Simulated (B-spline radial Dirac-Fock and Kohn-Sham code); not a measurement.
Subshell photoionisation cross sections of Xe⁶⁺ against photon energy

System: the Xe⁶⁺ ion in the configuration [Kr] 4d10 5s2.

The run's input, task.json:

```json
{"items": [{
  "Z": 54,
  "q": 6,
  "cfg": [[1, 0, 2], [2, 0, 2], [2, 1, 6], [3, 0, 2], [3, 1, 6], [3, 2, 10], [4, 0, 2], [4, 1, 6], [4, 2, 10], [5, 0, 2]],
  "A": 132,
  "rrms": 4.7859,
  "do": ["binding", "quiet", "photo", "scan"],
  "hv": [21.22, 44.0, 54.4, 60, 68.5, 117.0, 249.0, 300, 2530.0, 2984.4, 5414.7, 8047.8, 11600.0, 15000, 17479.3, 137000.0]
}]}
```

Command: `python xray_run.py task.json out`

The computed values come from a radial B-spline solver: independent-particle photoionisation in a Dirac-Hartree-Slater potential with a Latter tail, all multipoles, thresholds from Dirac-Fock ΔSCF. Values are in kb per electron; a dash marks an energy below the computed threshold. Values for outer subshells far above threshold carry numerical ripple of a few per cent.

| hν (eV) | 2p1/2 | 2p3/2 | 3s | 4s | 4p3/2 |
| --- | --- | --- | --- | --- | --- |
| 249 | – | – | – | – | 81.0 |
| 300 | – | – | – | – | 73.1 |
| 2530 | – | – | 11.4 | 2.79 | 2.95 |
| 2984.4 | – | – | 8.58 | 2.05 | 2.07 |
| 5414.7 | 21.1 | 19.0 | 2.87 | 0.653 | 0.525 |
| 8047.8 | 7.30 | 6.27 | 1.30 | 0.291 | 0.191 |
| 11600 | 2.58 | 2.13 | 0.609 | 0.136 | 0.0708 |
| 15000 | 1.20 | 0.969 | 0.349 | 0.0773 | 0.0339 |
| 17479.3 | 0.757 | 0.600 | 0.248 | 0.0546 | 0.0215 |
| 137000 | 0.000963 | 0.000582 | 0.00135 | 0.000299 | 2.57e-05 |

At 137000 eV the multipoles beyond E1 give 45.9 % of 2p1/2, 44.7 % of 2p3/2, 29.8 % of 3s, 29.9 % of 4s, 44.2 % of 4p3/2.
